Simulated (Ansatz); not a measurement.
Stretching the Se4–H5 bond in BH3Se (SMILES B[SeH]) (multiplicity 1 held, fragments rigid). Energies count from the point at 1.473 Å.
Geometry at that point (charge 0, multiplicity 1):
```json
[
 {"atom": "B", "x (Å)": "0.4501", "y (Å)": "-0.0398", "z (Å)": "-1.5025"},
 {"atom": "H", "x (Å)": "-0.2892", "y (Å)": "-0.5600", "z (Å)": "-2.2704"},
 {"atom": "H", "x (Å)": "1.4866", "y (Å)": "0.4372", "z (Å)": "-1.8194"},
 {"atom": "Se", "x (Å)": "-0.1317", "y (Å)": "-0.0109", "z (Å)": "0.3152"},
 {"atom": "H", "x (Å)": "1.0302", "y (Å)": "0.6917", "z (Å)": "0.8871"}
]
```

Restricted levels (R-, RO-) in cc, def2 and unpolarised 6-31G sets keep to the state of the molecule at rest. Active spaces are followed from a long bond inwards. Curves can end on different states.

Cores are frozen in the correlated methods. Filled d and f shells under p-block atoms count as core.

Codes used: Ansatz (Gaussian basis) for Hartree–Fock, density functionals and correlated methods. Each number belongs to the level named beside it.

Energies in eV.

```
R (Å)  R-MP2/cc-pVDZ  R-SCS-MP2/cc-pVDZ  R-CCSD(T)/cc-pVDZ  R-CCSDT/cc-pVDZ  CASSCF(4,3)/cc-pVDZ  FIC-MRCISD+Q on CASSCF(4,3)/cc-pVDZ
-----  -------------  -----------------  -----------------  ---------------  -------------------  -----------------------------------
1.179           1.59               1.60               1.62             1.63                 1.68                                 1.62
1.326           0.29               0.30               0.32             0.32                 0.35                                 0.32
1.473           0.00               0.00               0.00             0.00                 0.00                                 0.00
1.621           0.21               0.21               0.18             0.18                 0.14                                 0.18
1.768           0.67               0.65               0.59             0.58                 0.51                                 0.58
1.989           1.49               1.46               1.31             1.30                 1.17                                 1.30
2.210           2.30               2.24               1.97             1.96                 1.78                                 1.95
2.578           3.40               3.30               2.71             2.71                 2.47                                 2.70
2.947           4.13               3.97               3.04             3.08                 2.81                                 3.06
3.389           4.57               4.32               3.10             3.25                 2.96                                 3.23
3.978           4.57               4.17               3.02             3.30                 3.02                                 3.28
4.715           4.00               3.38               2.93             3.31                 3.03                                 3.29
```

Doubts at one or more of the structures used: a restricted determinant that unrestricted orbitals would lower (R-MP2/cc-pVDZ, R-SCS-MP2/cc-pVDZ, R-CCSD(T)/cc-pVDZ, R-CCSDT/cc-pVDZ); other coupled-cluster roots lie near (R-CCSD(T)/cc-pVDZ, R-CCSDT/cc-pVDZ); active orbitals that take no part (CASSCF(4,3)/cc-pVDZ, FIC-MRCISD+Q on CASSCF(4,3)/cc-pVDZ).

Ansatz is an electronic-structure program.
